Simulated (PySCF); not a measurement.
## Dipole response of Sb+ (antimony, charge +1)

[Kr] 4d10 5s2 5p2, high-spin 3P determinant. Calculation: PySCF 2.14, in def2-QZVPPD with the def2 core potential (28 electrons) (8s6p5d4f1g, 88 functions); a scalar-relativistic core potential. Coupled (time-dependent) response in atomic units; α is the mean over directions.

| method | mean α (bohr³) | α xx, yy, zz | C₆ (like pair) | S(−4) |
| --- | --- | --- | --- | --- |
| B97-3 | 25.08 | 23.17, 26.03, 26.03 | 207.3 | 163.8 |

S(−4) is the Cauchy moment in α(ω) = α(0) + S(−4) ω² + …

Spin-orbit coupling is absent.

α(iu) at B97-3:

```json
{"u (hartree)": "0", "α(iu) (bohr³)": "25.08"}
{"u (hartree)": "0.0500", "α(iu) (bohr³)": "24.67"}
{"u (hartree)": "0.100", "α(iu) (bohr³)": "23.56"}
{"u (hartree)": "0.200", "α(iu) (bohr³)": "20.05"}
{"u (hartree)": "0.300", "α(iu) (bohr³)": "16.27"}
{"u (hartree)": "0.500", "α(iu) (bohr³)": "10.58"}
{"u (hartree)": "0.750", "α(iu) (bohr³)": "6.743"}
{"u (hartree)": "1.00", "α(iu) (bohr³)": "4.762"}
{"u (hartree)": "1.50", "α(iu) (bohr³)": "2.889"}
{"u (hartree)": "2.00", "α(iu) (bohr³)": "2.017"}
{"u (hartree)": "3.00", "α(iu) (bohr³)": "1.183"}
{"u (hartree)": "5.00", "α(iu) (bohr³)": "0.5548"}
```

A single London oscillator, α(iu) = α/(1 + u²/ω²), gives C₆ = (3/4) ω α². Matching the computed C₆ needs ω = 4 × 207.3 / (3 × 25.08²) = 0.439 hartree.

For an ion, C₆ is the dispersion term alone; charge-induced terms of lower order in 1/R come first.

The components differ because the open shell of this determinant is not spherical; for a pure term their mean is the scalar polarisability.

Energies and moments cover only the electrons outside the core potential.
